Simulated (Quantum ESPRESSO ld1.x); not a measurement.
Fe16+, 10 electrons, occupied as [Ne].

Method: scalar-relativistic Kohn-Sham, exchange-only LDA, spin-polarised, spherical densities, point nucleus; computed with ld1.x of Quantum ESPRESSO 7.5.

Energy parts (hartree):
part                  energy
total             -1145.0848
kinetic            1160.7766
electron-nucleus  -2506.8418
Hartree             238.1862
exchange            -37.2058

Orbitals (lengths in bohr, moments of r in powers of bohr):
| orbital | occ. | eigenvalue (hartree) | <r^2> | <1/r> |
|---|---|---|---|---|
| 1s | 2 | -276.682 | 0.004603 | 25.94 |
| 2s | 2 | -48.8999 | 0.08132 | 5.642 |
| 2p | 6 | -44.6896 | 0.06501 | 5.541 |
| 3s | 0 | -18.3995 | 0.4970 | 2.208 |
| 3p | 0 | -17.1409 | 0.4856 | 2.144 |
| 3d | 0 | -15.4548 | 0.4030 | 1.999 |

The highest occupied level is 2p at -1216.1 eV. Summed over all electrons, <r^2> = 0.5619 bohr^2, which gives a Langevin (diamagnetic) susceptibility term of -0.445 x 10^-6 cm^3/mol.
